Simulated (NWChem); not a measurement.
**Correlation energy of CF (+1)**

```
C
F 1 1.1535
```
Charge +1, spin multiplicity 1.

The numbers come from NWChem runs, not from measurements. The geometry was optimised at PBE0/def2-SVP, a minimum by its harmonic frequencies.

Basis set: def2-TZVP. Each correlation energy counts from its own Hartree-Fock reference.

The correlated methods keep 2 core orbitals frozen. The structure started from a generated list of species. No row is a measurement; the coupled-cluster row has its own basis-set and correlation limits.

Task: One of these methods gave a correlation energy of -346.1 mHa. Which?
A. CR-CCSD(T)
B. CCSD+T(CCSD)
C. CCSD
D. MP2

Result: D, MP2. The others give -370.2 (CR-CCSD(T)), -358.4 (CCSD), -374.3 (CCSD+T(CCSD)).
